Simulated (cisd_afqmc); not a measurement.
Input (AFQMC/HF/cc-pVTZ; cisd_afqmc is a phaseless AFQMC code with CISD trial states that reads the integrals written by Ansatz):

Ansatz 0.2 input:
```python
import cisd_afqmc

open("ham.yaml", "w").write("""\
crystal:
  periodic: [false, false, false]
  atoms:
    - {symbol: Br, position_ang: [-0.00000000, -0.00000000, -1.11103876]}
    - {symbol: Br, position_ang: [0.00000000, 0.00000000, 1.11103876]}
basis:
  gaussian:
    orbitals: cc-pVTZ
total_charge: 1
magnetization: {spin_polarized: true, initial_magnetization: 1}
correlation: {method: ccsd, electrons: outside_noble_gas, hamiltonian_folder: ham}
""")
rep = cisd_afqmc.ansatz("ham.yaml")
e_ccsd = rep["correlation"]["coupled_cluster"]["energy"]["hartree"]
out = cisd_afqmc.run("ham", e_ccsd, trial="HF", walkers=100, populations=8, threads=8, dt=0.005, steps=40, early=24, settle=10, least=32,
    cut=5e-5, rank_cut=2e-4, target=0.0004, seconds=1500, seed=3, memory=17280, gpu=False)
```

Output:

```
orbitals 58, occupied [7, 6], factors 348 of 563, rank of the doubles 1 of 669
E(HF) = -5144.542508
E(CCSD) on the cut factors = -5144.877433, shift to the whole factors -0.000013
Energy of the trial state on the determinant = -5144.542508
  tau behind 7.2 of longer steps, mean of the populations' last blocks
   2.0  -5144.90208
   4.0  -5144.88980
   6.0  -5144.88736
   8.0  -5144.88863
  10.0  -5144.88781
  12.0  -5144.89086
  14.0  -5144.89671
  16.0  -5144.89248
  18.0  -5144.89143
  20.0  -5144.88615
  22.0  -5144.89078
  24.0  -5144.88430
  26.0  -5144.88971
  28.0  -5144.89485
  30.0  -5144.88609
  32.0  -5144.88128
  34.0  -5144.88277
  36.0  -5144.88594
  38.0  -5144.88778
  40.0  -5144.88889
  42.0  -5144.89214
  44.0  -5144.88891
  46.0  -5144.88582
  48.0  -5144.88818
  50.0  -5144.88617
  52.0  -5144.88132
  54.0  -5144.88242
  56.0  -5144.88863
  58.0  -5144.89151
  60.0  -5144.88913
  62.0  -5144.89812
  64.0  -5144.89165
  66.0  -5144.89034
  68.0  -5144.88169
  70.0  -5144.88495
  72.0  -5144.89083
  74.0  -5144.88256
  76.0  -5144.88558
  78.0  -5144.88711
  80.0  -5144.89662
  82.0  -5144.88891
  84.0  -5144.89279
  86.0  -5144.88626
  88.0  -5144.88902
  90.0  -5144.88976
  92.0  -5144.88557
  94.0  -5144.87812
  96.0  -5144.88950
  98.0  -5144.88679
 100.0  -5144.89591
 102.0  -5144.88916
 104.0  -5144.89100
 106.0  -5144.88785
 108.0  -5144.89680
 110.0  -5144.88907
 112.0  -5144.88787
blocks 4561 (0 outliers left out), error by blocks joined: 1: 0.00030, 2: 0.00039, 4: 0.00048, 8: 0.00057, 16: 0.00063
E(AFQMC/HF) = -5144.88860 +/- 0.00063
```
